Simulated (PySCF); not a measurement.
An equivalent PySCF input for O⁺ (oxygen, charge +1), [He] 2s2 2p3, high-spin 4S determinant, with scalar relativity by spin-free X2C-1e:

```python
from pyscf import gto, scf, dft, mp, cc
import basis_set_exchange as bse
mol = gto.M(atom="O 0 0 0", charge=1, spin=3, symmetry="D2h",
            basis=gto.basis.parse(bse.get_basis("x2c-QZVPPall", elements=["O"], fmt="nwchem", augment_diffuse=1)),
            nucmod="G")
mf = dft.UKS(mol, xc="PBE").sfx2c1e()
mf.irrep_nelec = {'Ag': (2, 2), 'B1u': (1, 0), 'B2u': (1, 0), 'B3u': (1, 0)}
mf.kernel()
```

It reaches the same state as the run whose output follows, with an energy that differs only through the grid. The run itself started from symmetry-adapted Hartree-Fock orbitals and held the occupation by maximum overlap, on a logarithmic radial grid, so the iterations belong to that start.

```
SCF conv_tol = 1e-09
number electrons alpha = 5  beta = 2
XC functionals = PBE
    J. P. Perdew, K. Burke, and M. Ernzerhof.,  Phys. Rev. Lett. 77, 3865 (1996)
    J. P. Perdew, K. Burke, and M. Ernzerhof.,  Phys. Rev. Lett. 78, 1396 (1997)
    J. P. Perdew, K. Burke, and M. Ernzerhof.,  Phys. Rev. Lett. 77, 3865 (1996)
    J. P. Perdew, K. Burke, and M. Ernzerhof.,  Phys. Rev. Lett. 78, 1396 (1997)
cycle= 1 E= -74.5519146745127  delta_E= -0.00481  |g|= 0.00828  |ddm|= 0.0782
cycle= 2 E= -74.5519237443616  delta_E= -9.07e-06  |g|= 0.003  |ddm|= 0.00515
cycle= 3 E= -74.5519261345706  delta_E= -2.39e-06  |g|= 0.00068  |ddm|= 0.00155
cycle= 4 E= -74.5519262695506  delta_E= -1.35e-07  |g|= 1.39e-05  |ddm|= 0.000316
cycle= 5 E= -74.5519262696207  delta_E= -7e-11  |g|= 8.58e-07  |ddm|= 9.61e-06
converged SCF energy = -74.5519262696207  <S^2> = 3.7517457  2S+1 = 4.0008727
```
